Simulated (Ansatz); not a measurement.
(E)-1-bromo-2-fluoroprop-1-ene (C3H4BrF), SMILES C/C(F)=C\Br.

Coordinates come from a B3LYP-D3(BJ)/def2-SVP optimisation.

Two levels are set side by side: PBE/def2-SVPD (Ansatz, a quantum-chemistry and plane-wave program) and CAM-B3LYP/def2-SVPD (Ansatz). Energy differences of separate SCF runs at the same geometry; the states with an electron removed or added have multiplicity 2 and 2. Differences are taken from unrounded values.

| quantity | CAM-B3LYP |
|---|---|
| vertical ionisation energy (eV) | 9.38 |
| vertical singlet–triplet gap (eV) | 4.09 |

Question: What does PBE give, and how far is it from CAM-B3LYP? (An estimate is asked for; the answer gives what the named calculation found.)

Answer: 
```
quantity                            PBE  PBE minus CAM-B3LYP
---------------------------------  ----  -------------------
vertical ionisation energy (eV)    9.03                -0.36
vertical singlet–triplet gap (eV)  4.09                 0.01
```
